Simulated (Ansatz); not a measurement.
Reaction (hydrogenolysis of a C–O bond): `OC(O)(Cl)[SiH2]Cl` + H₂ → `OC(Cl)[SiH2]Cl` + H₂O

Calculated with Ansatz (gas phase, PBE0-D4/def2-TZVP geometries, no zero-point term in ΔE). CCSD(T)/CBS adds triple-zeta CCSD(T) − MP2 to the extrapolated MP2 energy (def2 sets, frozen cores). This one scheme is used for every species. Functionals use def2-TZVPP. Each species was taken in one conformer, which may not be the lowest.

| level | ΔE (kJ/mol) |
| --- | --- |
| r2SCAN | -59.5 |
| MP2/def2-QZVPP | -70.4 |

Problem. What does CCSD(T)/CBS give? (An estimate is asked.)

Solution. Ansatz gave: -71.8 kJ/mol. The listed levels differ from it by 12.3, 1.4 kJ/mol.

Largest T1 diagnostic among the species: 0.011.

Leaving LDA and LC-ωPBE aside and taking each functional with its dispersion term where it has one, the values, not all of them listed here, spread over 12.6 kJ/mol, from PBE-QIDH to revPBE-D4. LDA lies +13.9 kJ/mol from PBE without D4. From r2SCAN to r2SCAN0 (25 % exact exchange), in def2-TZVPP and without D4, ΔE moves by −6.0 kJ/mol. The D4 term adds +6.2 kJ/mol with B3LYP and +3.4 kJ/mol with PBE0; it sums over pairs of atoms, weighted by their polarisabilities, and B3LYP, whose exchange is more repulsive, gets the larger term.

CCSD(T)/CBS has its own doubt, a few kJ/mol and more with outer-core shells, so smaller differences from it don't rank the levels.

B3LYP here is the variant with VWN-RPA as its local correlation; programs differ in this.
